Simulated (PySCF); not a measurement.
C2H7FSi3, SMILES F[SiH2]C#C[SiH2][SiH3].

Coordinates come from a PBE-D3(BJ)/def2-SVP optimisation. The structure was generated by enumeration, and PubChem lists no compound with its InChIKey, so it may never have been made.

These are SMD-B3LYP/6-31G* run with PySCF values and carry that method's errors.

Solvation free energies are E(SMD) − E(gas) at the gas-phase geometry, for 1 M in both phases. In vacuum the dipole moment is 1.53 D.

Problem. Estimate the solvation free energies in water, ethanol, n-hexane. (Estimate from the structure and the level; the computed values follow.)

Solution. 
| solvent | ΔG(solv) (kcal/mol) | its non-electrostatic (CDS) part | dipole (D) |
|---|---|---|---|
| water | 4.4 | 6.7 | 1.92 |
| ethanol | -0.6 | 1.6 | 1.90 |
| n-hexane | -0.6 | 0.2 | 1.67 |
